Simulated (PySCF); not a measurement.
C₃H₈AlCl.

```xyz
13

Al     0.4523    -0.7119     0.4614
Cl     0.0115     0.4525     2.1721
H      1.0130    -2.1701     0.7270
C      0.1956     0.0786    -1.3177
C     -0.7503     1.2789    -1.3404
C     -0.1813    -0.9787    -2.3591
H      1.2133     0.4452    -1.5713
H     -0.7719     1.7536    -2.3373
H     -1.7860     0.9818    -1.1050
H     -0.4640     2.0505    -0.6093
H      0.5187    -1.8301    -2.3706
H     -0.1933    -0.5530    -3.3780
H     -1.1892    -1.3886    -2.1761
```
Charge 0, spin multiplicity 1.

Coordinates come from a PBE0-D3(BJ)/def2-SVP optimisation. One conformer was computed; it need not be the lowest.

Method: PBE/pcSseg-1 (PySCF). Non-relativistic, no solvent.

Problem. Give the absolute GIAO shielding of each atom: isotropic value and principal components (ppm). (An estimate is asked for; the answer gives what the named calculation found.)

Solution. 
```tsv
atom	σ(iso)	σ11	σ22	σ33	span
Al1	305.3	217.1	326.4	372.3	155.2
Cl2	831.8	595.7	923.3	976.2	380.5
H3	25.9	22.3	24.0	31.4	9.1
C4	157.9	145.1	155.8	172.8	27.7
C5	159.8	146.3	154.5	178.7	32.4
C6	160.8	147.1	154.1	181.4	34.3
H7	30.8	26.7	30.1	35.6	8.9
H8	30.0	25.9	27.7	36.4	10.5
H9	30.3	27.1	28.4	35.5	8.4
H10	29.5	24.5	29.2	34.8	10.3
H11	29.7	25.4	27.6	36.0	10.6
H12	29.9	26.0	27.6	36.1	10.1
H13	30.3	26.6	28.4	35.9	9.3
```
